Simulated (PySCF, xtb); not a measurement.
FH₃OSe₂Si, SMILES [SeH][Si](O)(F)[SeH].

Geometry optimised at ωB97X-D3(BJ)/def2-SVP. One conformer was computed; it need not be the lowest.

Level of theory: IEF-PCM-ωB97X/def2-SVP (PySCF 2.14.0).

The values are the electrostatic part of the solvation free energy, E(continuum) − E(gas) at the gas-phase geometry, in a cavity of scaled van der Waals radii (PySCF's table); cavitation and dispersion terms are not included. In vacuum the orbital gap is 11.87 eV. The dipole moment in vacuum is 1.91 D.

```json
[
 {"solvent": "water", "ε": "78.36", "ΔG(elec) (kcal/mol)": "-6.7", "dipole (D)": "2.50", "gap (eV)": "12.03"},
 {"solvent": "1-octanol", "ε": "9.86", "ΔG(elec) (kcal/mol)": "-5.7", "dipole (D)": "2.41", "gap (eV)": "12.01"},
 {"solvent": "methanol", "ε": "32.61", "ΔG(elec) (kcal/mol)": "-6.5", "dipole (D)": "2.48", "gap (eV)": "12.03"}
]
```

For comparison, GFN2-xTB/ALPB(water) (xtb, at the GFN2-xTB geometry, all terms of that model) gives -7.3 kcal/mol.
